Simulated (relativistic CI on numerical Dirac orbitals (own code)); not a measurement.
# Sensitivity of the levels of Lu5+ to α and to the nuclear radius

Computed by Dirac-Coulomb-Breit CI, separate exchange-only KLI orbitals for each configuration, valence Slater integrals scaled by 0.85, P86 correlation energy added to each configuration, derivatives by finite differences, QED left out (own radial code, finite nucleus).

Configuration list (outside the closed core [Kr] 4d10): 4f¹²5s²5p⁶, 4f¹³5s²5p⁵, 4f¹⁴5s²5p⁴, 4f¹¹5s²5p⁶5d, 4f¹¹5s²5p⁶6s, 4f¹²5s5p⁶5d, 4f¹¹5s²5p⁶6p, 4f¹⁴5p⁶. Levels of other configurations are missing.

With x = (α/α₀)² − 1 an excitation energy changes as ω = ω₀ + qx; K = 2q/ω₀ is the relative enhancement. Terms are leading LS components, so labels can repeat. The field-shift factor is F = δν/δ⟨r²⟩ for the transition from the lowest level.

Lowest level 4f¹²5s²5p⁶ ³H6.

```tsv
Level	ω₀ (cm⁻¹)	q (cm⁻¹)	F (GHz/fm²)
4f¹²5s²5p⁶ ³F4	6429.6	-844.7	0.116
4f¹²5s²5p⁶ ³H5	10867.7	10130	0.529
4f¹²5s²5p⁶ ³H4	16074.6	11190	0.671
4f¹²5s²5p⁶ ³F3	18582.9	10000	0.665
4f¹²5s²5p⁶ ³F2	18949.1	5328	0.522
4f¹²5s²5p⁶ ¹G4	26516.2	19470	1.16
4f¹²5s²5p⁶ ¹D2	35111.1	7986	0.888
4f¹²5s²5p⁶ ¹I6	41782.9	7790	1.04
4f¹²5s²5p⁶ ³P0	44723.6	4601	0.926
4f¹²5s²5p⁶ ³P1	46472.0	9249	1.09
4f¹²5s²5p⁶ ³P2	48448.5	15050	1.34
4f¹²5s²5p⁶ ¹S0	91217.0	12320	2.13
4f¹³5s²5p⁵ ³F4	121851.4	61650	-14.1
4f¹³5s²5p⁵ ¹F3	122106.7	61670	-14.1
4f¹³5s²5p⁵ ³G5	125078.4	60280	-13.8
4f¹³5s²5p⁵ ³F3	131887.5	70930	-13.5
4f¹³5s²5p⁵ ¹D2	134325.6	64460	-14
4f¹³5s²5p⁵ ³D2	137038.7	69620	-13.5
4f¹³5s²5p⁵ ³G4	142296.9	71690	-13.5
4f¹³5s²5p⁵ ³D1	143477.6	71270	-13.3
4f¹³5s²5p⁵ ³D3	188923.1	137900	-23.2
4f¹³5s²5p⁵ ¹G4	191601.9	138200	-23.1
4f¹³5s²5p⁵ ³G3	196933.8	148100	-22.5
```

At this charge configurations can still be misplaced by up to about 7 % of their energy. Levels and lines within the n = 5 or 6 shells can be off by up to 10 % or somewhat more, and those that change n by about 2 %, since core polarisation is missing. Levels that differ in their count of f electrons can be misplaced by several ten thousand cm⁻¹, since the correlation energy of f electrons is missing or only estimated; rates across such gaps can be off by orders of magnitude.

**Question.** Which transition from the lowest level has the largest |K|?

**Answer.** 4f¹²5s²5p⁶ ³H5 at 10867.7 cm⁻¹, K = 1.86.
